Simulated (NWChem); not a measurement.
System: CH₂F₂O₂Si; SMILES F[Si]1(F)OCO1

NWChem input:

```
start job
memory heap 200 mb stack 900 mb global 1100 mb
geometry units angstroms noautosym nocenter noautoz
  F      0.000000    -1.263413     1.342291
  Si     0.000000     0.000000     0.372723
  F      0.000000     1.263413     1.342291
  O     -1.104788     0.000000    -0.864970
  C      0.000000     0.000000    -1.771886
  O      1.104788     0.000000    -0.864970
  H      0.000000    -0.909155    -2.395358
  H      0.000000     0.909155    -2.395358
end
basis spherical
  * library def2-svp
end
dft
  xc pbe0
  iterations 150
end
cosmo
  do_cosmo_smd true
  solvent water
end
task dft energy
```

The geometry was optimised at PBE0/def2-SVP. Solvent: water.

Level: PBE0/def2-SVP with SMD (1 M gas to 1 M solution), gas-phase geometry. Reactions with the solvent are ignored.

Predict the main results of this run. (PBE0/def2-SVP, SMD on the gas-phase geometry.) Quantities: solvation free energy (kcal/mol); cavity-dispersion-structure term (kcal/mol); dipole in solution (D).


* **solvation free energy (kcal/mol)**: -3.2
* **cavity-dispersion-structure term (kcal/mol)**: 2.8
* **dipole in solution (D)**: 1.88
